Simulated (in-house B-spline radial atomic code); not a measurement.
A fraction x of an electron is removed from 5p in Sn II (Sn+), starting from [Kr] 4d10 5s2 5p1 and keeping the highest spin. All numbers are computed (non-relativistic TPSSh, spin-polarised, spherical fractional occupations; point nucleus) with an all-electron radial atomic-structure program (B-spline basis), not measured.

Caution: exact exchange at fractional occupations of open shells leaves self-interaction of up to several eV.

| x | E(x) - E(0) (eV) | 5p up level (eV) |
| --- | --- | --- |
| 0 | 0.0000 | -10.546 |
| 0.06 | 0.6444 | -10.934 |
| 0.18 | 2.0032 | -11.714 |
| 0.37 | 4.3471 | -12.961 |
| 0.48 | 5.8128 | -13.688 |
| 0.5 | 6.0878 | -13.820 |
| 0.54 | 6.6459 | -14.085 |
| 0.69 | 8.8335 | -15.083 |
| 0.78 | 10.2180 | -15.684 |
| 0.99 | 13.6598 | -17.097 |
| 1 | 13.8311 | - |

The exact functional would give a straight line between the two integer points. Deviations E(x) - E(0) - x[E(1) - E(0)], in eV: -0.185 at x = 0.06, -0.486 at x = 0.18, -0.77 at x = 0.37, -0.826 at x = 0.48, -0.828 at x = 0.5, -0.823 at x = 0.54, -0.71 at x = 0.69, -0.57 at x = 0.78, -0.033 at x = 0.99.

The curve lies below the straight line by up to 0.828 eV (at x = 0.5): convex, the delocalisation error, to which spherically averaged exact exchange adds.

(1) How well does Slater's transition state (minus the level at half occupation) give the ionisation energy?

## Answers

(1) It gives 13.820 eV against 13.831 eV from the two total energies; NIST lists 14.63 eV, ground level to ground level. The end point has an open shell averaged over its orbitals, so its exact exchange keeps a self-interaction and this is no true integer point.
